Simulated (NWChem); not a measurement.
System: C3H4O2Si; SMILES O=C1C=CO[SiH2]1

```xyz
10

O     -0.2051     2.2439     0.0000
C      0.0491     1.0597     0.0000
C      1.3677     0.4235     0.0000
C      1.3251    -0.9336     0.0000
O      0.1609    -1.5949     0.0000
Si    -1.1520    -0.4716     0.0000
H      2.2999     0.9908     0.0000
H      2.2076    -1.5829     0.0000
H     -1.9623    -0.6872    -1.2277
H     -1.9623    -0.6872     1.2277
```
Atoms are numbered in this order, from 1.

Level: PBE0/def2-SVP (NWChem), optimised geometry, unscaled harmonic frequencies. 

Task: List the harmonic frequencies with IR intensities, and the thermochemistry.

Result: 
```tsv
frequency (cm⁻¹)	IR intensity (km/mol)
144	4.9
316	0.2
352	4.1
435	30.9
454	10.5
623	5.5
669	47.7
699	2.8
704	34.2
752	5.3
808	31.9
816	20.6
944	137.0
996	0.4
1056	46.2
1134	71.1
1270	166.4
1401	50.2
1638	217.6
1812	282.9
2268	62.9
2281	93.9
3207	7.0
3248	0.3
```

The zero-point energy is 40.0 kcal/mol. The thermal correction to the enthalpy at 298.15 K (with zero-point energy) is 44.2 kcal/mol, the heat capacity Cv is 21.1 cal/(mol K) and the entropy at 298.15 K and 1 atm (symmetry number 1) comes out as 75.7 cal/(mol K). The dipole moment comes out as 2.39 D.

Rigid rotor and harmonic oscillator.
